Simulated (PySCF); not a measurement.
A structure optimised at PBE-D3(BJ)/def2-SVP, used in a PySCF frequency run:

```
C
H 1 1.1093
H 1 1.1097 2 106.96
C 1 1.5233 2 111.42 3 -122.64
H 4 1.1081 1 111.25 2 -59.46
H 4 1.1089 5 107.63 1 122.69
H 4 1.1112 5 108.20 6 115.55
Se 1 1.9748 2 103.84 3 113.35
C 8 1.9610 1 97.47 2 -168.89
H 9 1.1065 8 106.73 1 177.00
H 9 1.1067 10 108.84 8 -120.38
H 9 1.1074 10 109.03 11 -120.20
```

Question: Write its SMILES and formula.

Answer: CC[Se]C, C3H8Se

Question: What are its rotational constants (standard atomic weights)?

Answer: 7.1716, 3.1411, 2.4592 GHz
